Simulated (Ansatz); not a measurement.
Start from `NC(=O)N[SiH3]` and change one atom or group to get `NC(=O)[SiH2]F`.

Ansatz, PBE0-D4/def2-TZVP geometries, multiplicity 1. Each molecule was computed in one conformer, which needn't be the lowest.

| property | `NC(=O)N[SiH3]` |
| --- | --- |
| HOMO–LUMO gap (PBE0/def2-TZVPP) / eV | 8.04 |
| size of the dipole moment (ωB97M-V/def2-TZVPP) / D | 4.15 |
| LUMO energy (ωB97M-V/def2-TZVPP) / eV | 1.68 |
| HOMO energy (B3LYP/def2-TZVPP) / eV | -7.55 |
| size of the dipole moment (B3LYP/def2-TZVPP) / D | 4.12 |
| HOMO energy (PBE0/def2-TZVPP) / eV | -7.80 |

Task: What does the change do to each property? (Best estimate.)

Result: Computed: 
| property | `NC(=O)[SiH2]F` | shift |
| --- | --- | --- |
| HOMO–LUMO gap (PBE0/def2-TZVPP) / eV | 6.91 | -1.13 |
| size of the dipole moment (ωB97M-V/def2-TZVPP) / D | 2.58 | -1.57 |
| LUMO energy (ωB97M-V/def2-TZVPP) / eV | 1.76 | 0.08 |
| HOMO energy (B3LYP/def2-TZVPP) / eV | -7.12 | 0.43 |
| size of the dipole moment (B3LYP/def2-TZVPP) / D | 2.55 | -1.57 |
| HOMO energy (PBE0/def2-TZVPP) / eV | -7.35 | 0.45 |

With PBE0 the HOMO rises by 0.45 eV and the LUMO falls by 0.68 eV, so the gap narrows by about 1.13 eV. PBE moves the HOMO by 0.34 eV and ωB97M-V by 0.50 eV. Dipoles are sizes alone; their direction can turn.

B3LYP here is the variant with VWN-RPA as its local correlation; programs differ in this.
